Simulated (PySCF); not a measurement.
## Two structures, one formula

Two relaxed structures of CH4OSn, closed shell (PBE0-D4/def2-TZVP; forces vanish, vibrations not checked).

A:

C1  (-0.527, -0.489, 0.403)
O2  (-0.866, -0.960, 1.598)
Sn3  (0.867, 1.005, 0.059)
H4  (-1.771, -1.293, 1.610)
H5  (-1.296, -0.630, -0.364)
H6  (2.231, 0.766, 1.079)
H7  (1.350, 0.702, -1.567)
(Å)

B:

C1  (-0.899, -0.470, -1.175)
O2  (0.231, -0.696, -0.378)
Sn3  (0.707, 0.450, 1.164)
H4  (-0.597, -0.308, -2.216)
H5  (-1.490, 0.402, -0.857)
H6  (-1.556, -1.347, -1.150)
H7  (2.143, -0.541, 1.493)
(Å)

Computed with PySCF 2.14 with density fitting (its default auxiliary sets; JK sets also for MP2 and CCSD(T)) (basis: def2-TZVPP); correlated methods freeze the cores. Filled d shells of the heavier atoms are correlated. Core potentials replace the inner electrons of the atoms past krypton. The def2 sets are not built for correlating such inner shells, so the correlated values are less sure here. B3LYP uses VWN-RPA correlation.

Q: Which structure is lower at CCSD(T), and by how much? (Judge from chemistry; the value comes from the calculation.)

A: By the calculation: B, by 210.2 kJ/mol (electronic energy, against the other). By their contacts, A is CH₄OSn ([OH][CH][SnH2]) and B is CH₄OSn ([CH3][O][SnH]).

All methods give the same order:

```tsv
method	E(B) − E(A) (kJ/mol)
PBE-D4	-203.3
r2SCAN-D4	-208.2
PBE0-D4	-216.2
B3LYP-D4	-225.9
wB97M-V	-232.4
HF	-258.0
MP2	-228.8
CCSD	-225.8
CCSD(T)	-210.2
```

No T1 diagnostic of these runs exceeds 0.026. The T1 diagnostic is large here, which may signal multireference character or strong orbital relaxation, so CCSD(T) is less sure. The restricted Hartree–Fock reference is unstable towards an unrestricted one at one or more of these structures. A large double-excitation amplitude points to some diradical character; no triplet was computed.

Labels in which every atom is bracketed show which atoms are joined, not bond orders.

For scale, one of the runs: CCSD(T)/def2-TZVPP, 168 basis functions, launched by `OMP_NUM_THREADS=2 python run.py`. Time: 4.1 min of wall clock on 2 CPU threads of an Intel Xeon; the host was shared. Peak host memory: 1.8 GiB.
